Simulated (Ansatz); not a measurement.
Energy needed to pull apart CH5BO2 (SMILES OBCO), closed shell, into free ground-state atoms, from the structure below (displaced at random from a GFN2-xTB minimum); no zero-point or spin–orbit terms; open-shell atoms are treated unrestricted, in their ground-state multiplicity.

```
atom    x (Å)    y (Å)    z (Å)
  O1  -1.4053   1.1233  -0.0809
  B2  -0.0856   1.1207   0.0156
  C3   0.6404  -0.2980   0.0346
  O4  -0.3080  -1.3259  -0.0137
  H5  -1.7792   0.2699  -0.1327
  H6   0.4363   2.1381   0.0277
  H7   1.1914  -0.4065   0.9142
  H8   1.2999  -0.4300  -0.8202
  H9   0.0967  -2.1506  -0.0094
```

Computed with Ansatz 0.2.0 (basis: def2-TZVPP); correlated methods freeze the cores.

```
    method  atomization energy (kcal/mol)
    PBE-D4                          849.2
 r2SCAN-D4                          835.3
   PBE0-D4                              ?
r2SCAN0-D4                          821.2
  BHLYP-D4                          806.3
   wB97M-V                              ?
        HF                          605.9
       MP2                          829.9
      CCSD                          799.7
   CCSD(T)                          811.0
```

(1) What does wB97M-V give? (To be estimated.)

(2) What does PBE0-D4 give? (To be estimated.)

The T1 diagnostic stays at or below 0.012.

Results:

(1) The calculation gives: 836.6 kcal/mol, which is about 25.6 kcal/mol more than CCSD(T)/def2-TZVPP.

(2) The calculation gives: 832.5 kcal/mol, which is about 21.5 kcal/mol more than CCSD(T)/def2-TZVPP.

In triple zeta the MP2 and coupled-cluster atomization energies are still short of their basis limit by a few kcal/mol a bond, whereas those of the functionals are nearly converged, so these differences are not deviations from converged CCSD(T).

For scale, one of the runs: CCSD(T)/def2-TZVPP, 194 basis functions (an equivalent command: `ansatz run in.yaml --threads 8`). The run took 28 s on 8 CPU threads (shared host), with 2.4 GiB of host memory at its peak.
